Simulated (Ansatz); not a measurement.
F2GeH4OSi, SMILES `[F][GeH]([F])[O][SiH3]`, relaxed with RKS PBE-D4/def2-SVP in Ansatz from a rough embedded geometry. The force threshold is 0.03 eV/Å; the program also tests the step.

The species carries charge 0 and has multiplicity 1.

Start:

```xyz
9

F    -1.250    2.063   -1.893
Ge   -0.149    0.986   -0.922
F     1.071    1.956   -0.103
O    -1.080    0.162    0.266
Si   -0.033   -1.032    1.005
H     0.553   -0.009   -1.894
H     1.126   -0.343    1.600
H    -0.712   -1.780    2.012
H     0.473   -2.003   -0.072
```

How much energy does the relaxation release, and in how many steps? (Best estimate.)

Computed: 0.56 eV, in 22 steps, 1 of them rejected.

Which bonds change most? (Estimate.)

Computed: F1–Ge2 from 1.822 to 1.743 Å; Si5–H8 from 1.427 to 1.499 Å; O4–Si5 from 1.752 to 1.698 Å; Ge2–O4 from 1.719 to 1.759 Å.

Give the relaxed structure. (Estimate.)

Computed: 
```xyz
9

F    -0.999    2.308   -0.638
Ge   -0.113    0.942   -1.263
F     1.561    1.295   -0.916
O    -0.550   -0.489   -0.339
Si    0.008   -1.070    1.156
H    -0.368    0.770   -2.766
H     0.175    0.057    2.138
H    -1.032   -2.030    1.651
H     1.319   -1.783    0.976
```
